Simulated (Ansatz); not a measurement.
Relative stability

The two ends of one reaction step of Si₂NH₉O, singlet (PBE0-D4/def2-TZVP).

A:

```
13
angstrom
Si -1.1695 -0.0191 -0.3109
Si 0.3206 -0.5058 1.4298
H -1.2178 1.4246 -0.6415
H -0.8374 -0.8238 -1.5217
O -2.7394 -0.3436 0.1415
H 2.0953 0.0053 -1.2980
N 1.4194 0.7435 -1.1443
H 0.9753 0.7272 1.9516
H -0.3638 -1.1596 2.5863
H 1.3967 -1.4368 0.9848
H -2.9184 -1.2086 0.5115
H 1.1534 1.1095 -2.0503
H 1.8855 1.4872 -0.6387
```

B:

Si1  (-1.043, 0.304, -1.316)
Si2  (1.184, -1.172, 1.661)
H3  (-1.802, 0.344, -2.585)
H4  (-0.386, -1.011, -1.082)
O5  (-2.211, 0.566, -0.183)
H6  (2.041, -0.508, 0.645)
N7  (0.243, 1.424, -1.375)
H8  (1.924, -1.258, 2.945)
H9  (-0.042, -0.357, 1.868)
H10  (0.809, -2.529, 1.197)
H11  (-1.939, 0.539, 0.736)
H12  (1.102, 1.270, -0.876)
H13  (0.120, 2.388, -1.635)
(Å)

Computed with Ansatz 0.2.0 (basis: def2-TZVPP); correlated methods freeze the cores. B3LYP uses VWN-RPA correlation.

Task: Which structure is lower at CCSD(T), and by how much? (An estimate is asked for; the value comes from the calculation.)

Result: Computed: B, by 14.26 kcal/mol (electronic energy, against the other). By their contacts, A is a complex of Si₂H₆O ([OH][SiH2][SiH3]) + NH₃ and B is a complex of SiNH₅O ([NH2][SiH2][OH]) + SiH₄.

All methods give the same order:

| method | E(B) − E(A) (kcal/mol) |
| --- | --- |
| SPW92 | -8.84 |
| PBE-D4 | -8.92 |
| BLYP-D4 | -12.84 |
| r2SCAN-D4 | -12.41 |
| B97M-V | -12.37 |
| PBE0-D4 | -10.58 |
| B3LYP-D4 | -13.99 |
| r2SCAN0-D4 | -13.22 |
| BHLYP-D4 | -15.76 |
| CAM-B3LYP-D4 | -15.68 |
| wB97X-V | -13.62 |
| wB97M-V | -14.40 |
| B2PLYP | -15.44 |
| PBE-QIDH | -13.22 |
| RPA on PBE | -14.46 |
| HF | -20.42 |
| MP2 | -15.68 |
| CCSD | -15.14 |
| CCSD(T) | -14.26 |

The T1 diagnostic stays at or below 0.012.

Labels in which every atom is bracketed show which atoms are joined, not bond orders.

For scale, one of the runs: CCSD(T)/def2-TZVPP, 272 basis functions, launched by `ansatz run in.yaml --threads 8 --pin off --events-out ev --progress --plain --max-ram 19148MiB`. Time: 45 s of wall clock on 8 CPU threads of an Intel Xeon Platinum 8488C; the host was shared. Peak host memory: 6.9 GiB.
